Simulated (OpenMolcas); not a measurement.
**neutral germanium: from RASSCF to RASPT2**

```json
{
 "Program": "OpenMolcas 26.06",
 "Basis": "ANO-RCC-VQZP [7s6p4d2f1g]",
 "Scalar Hamiltonian": "DKH2, point nucleus",
 "Active space": "2 electrons in 9 orbitals (RAS2 4p; RAS3 4d 5s, at most 1 electron)",
 "State averaging": "2S+1 = 3 even, 3 roots; 2S+1 = 1 even, 6 roots; 2S+1 = 3 odd, 3 roots; 2S+1 = 1 odd, 3 roots",
 "Spin-orbit coupling": "state interaction with AMFI integrals over the reference wave functions, term energies averaged over their components"
}
```

Methods on the same reference wave functions:
A. RASSCF
B. SS-RASPT2, IPEA 0.25 Eh, imaginary shift 0.1 Eh (closed shells correlated: 3d 4s)

Energies in cm-1 above 4s2 4p2 3P0, the measured ground level; measured values from NIST Handbook of Basic Atomic Spectroscopic Data.

```json
{"Level": "4s2 4p2 3P0", "A": "0.0", "B": "0.0", "Measured": "0.0"}
{"Level": "4s2 4p2 3P1", "A": "465", "B": "471", "Measured": "557"}
{"Level": "4s2 4p2 3P2", "A": "1240", "B": "1237", "Measured": "1410"}
{"Level": "4s2 4p2 1D2", "A": "9382", "B": "7880", "Measured": "7125"}
{"Level": "4s2 4p2 1S0", "A": "21814", "B": "19880", "Measured": "16367"}
{"Level": "4s2 4p 5s 3P* 0", "A": "48426", "B": "47220", "Measured": "37452"}
{"Level": "4s2 4p 5s 3P* 1", "A": "48793", "B": "47570", "Measured": "37702"}
{"Level": "4s2 4p 5s 3P* 2", "A": "49778", "B": "48570", "Measured": "39118"}
{"Level": "4s2 4p 5s 1P* 1", "A": "54184", "B": "52190", "Measured": "40021"}
```

Deviations, from unrounded energies. A percentage is the sum of absolute deviations over the sum of measured energies, with the sign that they share, or ± where signs differ.

| Against measurement | Levels | A | B |
| --- | --- | --- | --- |
| mean absolute deviation (cm-1) | 8 | 6900 | 5700 |
| fine structure of the ground term (%) | 2 | -13.3 | -13.2 |
| other terms of the ground configuration (%) | 2 | +32.8 | +18.2 |
| other configurations (%) | 4 | +30.4 | +26.7 |

B lies closest to measurement on these levels. The largest miss of B in the table is 4s2 4p 5s 1P* 1, by +12000 cm-1. The ranking rests on the paired levels alone, and a cruder setting can come out closer through cancelling errors.

From A to B the spin-free energies of the other terms of 4s2 4p2 shown, above 3P, scale by factors of 0.82 to 0.91.

The lowest spin-free term lies below A's lowest term by 0.496 hartree in B.

CASPT2 breaks the degeneracy within a term, and the mean is taken; among the terms shown or strongly mixed into the levels shown the widest spread is 85 cm-1 (4s2 4p2 1D, B). ANO sets are built for valence states and can reach diffuse excited orbitals poorly, and with the s shell closed the s pⁿ⁺¹ terms that mix with these levels are absent. With the s shell closed, the reference lacks s² → p² mixing. No level of 4s2 4p 4d was computed, though it lies in the active space. Without dynamic correlation excited terms often stand tens of per cent too high (terms of higher spin than the ground term too low), and those without a measured partner can miss by more than the paired ones (holds for A). Some terms miss by over 15 % even with CASPT2, which points to a basis or an active space too small for the shells correlated (holds for B). Measured partners are found by configuration, term and J. A level has none where our copy of the source lacks it or the pairing is in doubt (some pairs that miss far off the trend of their configuration count as doubtful), and it then counts in no deviation. Levels of configurations outside the active space are missing.

* marks odd parity.
